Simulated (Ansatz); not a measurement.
Consider the ligand exchange at a Zn–O bond: `[ZnH][O][GeH3]` + `O[SiH2]F` → `F[SiH2][O][ZnH]` + `[OH][GeH3]`.

Gas-phase electronic energies from Ansatz, PBE0-D4/def2-TZVP geometries. CCSD(T)/CBS is the MP2 limit (def2-TZVPP, def2-QZVPP) plus CCSD(T) − MP2 in def2-TZVPP, frozen cores. DFT in def2-TZVPP. For Ge, Zn outer-core shells are correlated without core-valence functions, which leaves a few kJ/mol of doubt a bond. Scalar relativity is left out up to krypton. Each species was taken in one conformer, which may not be the lowest.

```
          level  ΔE (eV)
        BLYP-D4    -0.18
CCSD/def2-TZVPP    -0.21
```

**Question.** What does CCSD(T)/CBS give? (An estimate is asked.)

**Answer.** Ansatz gave: -0.20 eV. The listed levels differ from it by 0.02, -0.01 eV.

Largest T1 diagnostic among the species: 0.016.

From BLYP to BHLYP (50 % exact exchange), in def2-TZVPP and without D4, ΔE moves by −0.05 eV. In def2-TZVPP, CCSD(T) changes the Hartree–Fock value by +0.06 eV (the triples alone add +0.02 eV) and MP2 by +0.09 eV. Leaving LDA and LC-ωPBE aside and taking each functional with its dispersion term where it has one, the values, not all of them listed here, spread over 0.05 eV, from BHLYP-D4 to PBE-D4.
